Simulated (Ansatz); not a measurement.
Cost and result for the atomization energy of C₂H₆BFO, SMILES `CB(F)CO` (11 atoms, 10 bonds).

```xyz
11

C    -0.7355   -1.2543    0.8509
B     0.0420   -0.5471   -0.3053
F     0.4306   -1.2798   -1.3419
C     0.3768    0.9857   -0.2868
O     1.0751    1.4148   -1.4335
H    -1.6540   -1.7041    0.4585
H    -1.0036   -0.5925    1.6761
H    -0.1419   -2.0834    1.2502
H     0.9410    1.1810    0.6425
H    -0.5783    1.5244   -0.1540
H     1.2478    2.3553   -1.3567
```

The species carries charge 0 and has multiplicity 1. The geometry is a stationary point of PBE0-D4/def2-TZVP. It is one conformer, not always the lowest. Program: Ansatz. All runs use 4 threads of an Arm Neoverse V2 on a shared host. Times are those of one run each, without the atoms' runs, and a repeat can differ threefold. Electronic energies, without spin–orbit coupling; frozen cores. CCSD(T)/CBS adds CCSD(T) − MP2 in def2-TZVPP to the MP2 limit, and its time is that of the two runs behind it. T1 = 0.011. B3LYP takes the VWN-RPA correlation (the form of Gaussian; ORCA's B3LYP/G).

CCSD(T)/CBS is a level of theory with its own doubt, some kJ/mol a heavy atom from the limit and from the frozen cores, so smaller differences don't rank the functionals.

```tsv
level	functions	atomization (kcal/mol)	difference from CCSD(T)/CBS	per bond
CCSD(T)/def2-TZVPP	239	1026.2	-24.2	-2.4
r2SCAN-D4/def2-TZVPP (with forces)	239	1056.9	6.5	0.7
CCSD(T)/CBS(def2)	–	1050.4	0.0	0.0
LDA (SPW92)/def2-TZVPP	239	1207.1	156.7	15.7
CCSD(T)/def2-SVP	100	1004.4	-46.0	-4.6
PBE-QIDH/def2-TZVPP	239	1047.6	-2.8	-0.3
r2SCANh-D4/def2-TZVPP	239	1050.2	-0.2	0.0
B3LYP-D4/def2-TZVPP (with forces)	239	1052.1	1.7	0.2
MP2/def2-QZVPP	465	1062.1	11.7	1.2
B2PLYP/def2-TZVPP	239	1043.4	-7.0	-0.7
ωB97X-V/def2-TZVPP	239	1052.4	2.0	0.2
B97M-V/def2-TZVPP	239	1054.4	4.0	0.4
PBE-D4/def2-TZVPP (with forces)	239	1075.3	24.9	2.5
```

Question: Order the runs by time, with rough figures. (Best estimate.)

Answer: The calculation gave: LDA (SPW92)/def2-TZVPP 0.85 s; PBE-D4/def2-TZVPP (with forces) 1.7 s; B3LYP-D4/def2-TZVPP (with forces) 2.7 s; r2SCAN-D4/def2-TZVPP (with forces) 3 s; r2SCANh-D4/def2-TZVPP 3 s; B2PLYP/def2-TZVPP 3.4 s; PBE-QIDH/def2-TZVPP 3.4 s; CCSD(T)/def2-SVP 3.7 s; ωB97X-V/def2-TZVPP 5 s; B97M-V/def2-TZVPP 6.5 s; MP2/def2-QZVPP 14 s; CCSD(T)/def2-TZVPP 110 s; CCSD(T)/CBS(def2) 120 s.

From BLYP to BHLYP (50 % exact exchange), in def2-TZVPP and without D4, the atomization energy moves by −25.6 kcal/mol: exact exchange takes away binding that semilocal exchange gives to molecules. The D4 term adds +6.0 kcal/mol with B3LYP and +3.1 kcal/mol with PBE0; it sums over pairs of atoms, weighted by their polarisabilities, and B3LYP, whose exchange is more repulsive, gets the larger term. Leaving LDA and LC-ωPBE aside and taking each functional with its dispersion term where it has one, the values, not all of them listed here, spread over 54.1 kcal/mol, from BHLYP-D4 to PBE-D4. LDA lies +135.6 kcal/mol from PBE without D4, its usual overbinding.
